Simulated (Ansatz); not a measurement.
Wavefunction ladder for `CB1CS1`

Z-matrix (Å, degrees):
```
C
B 1 1.543
H 1 1.090 2 113.9
H 1 1.095 2 109.7 3 122.1
H 1 1.095 2 109.7 3 -122.1
C 2 1.535 1 146.9 3 -180.0
S 2 1.751 1 144.4 3 0.0
H 6 1.087 2 121.4 1 78.0
H 6 1.087 2 121.4 1 -78.0
```

The species carries charge 0 and has multiplicity 1. The structure was optimised at the PBE0-D4/def2-TZVP level. Frozen core, restricted reference, Ansatz. CBS rows extrapolate triple and quadruple zeta; past MP2 they add the triple-zeta difference.

| basis | HF (Eh) | MP2 corr. | CCSD corr. | (T) | CCSD(T) total |
| --- | --- | --- | --- | --- | --- |
| def2-SVP | -500.66627 | ? | -0.53711 | -0.01908 | ? |
| def2-TZVPP | -500.91602 | ? | -0.65389 | ? | ? |
| def2-QZVPP | -500.93164 | -0.65708 | – | – | – |
| CBS(def2) | -500.93380 | -0.68879 | ? | as TZ | ? |

(1) Fill in the withheld values. (Estimate.)

Results:

(1) The calculation gave: def2-SVP MP2 corr.: -0.49242; def2-SVP CCSD(T) total: -501.22246; def2-TZVPP MP2 corr.: -0.61428; def2-TZVPP (T): -0.03088; def2-TZVPP CCSD(T) total: -501.60079; CBS(def2) CCSD corr.: -0.72840; CBS(def2) CCSD(T) total: -501.69308.
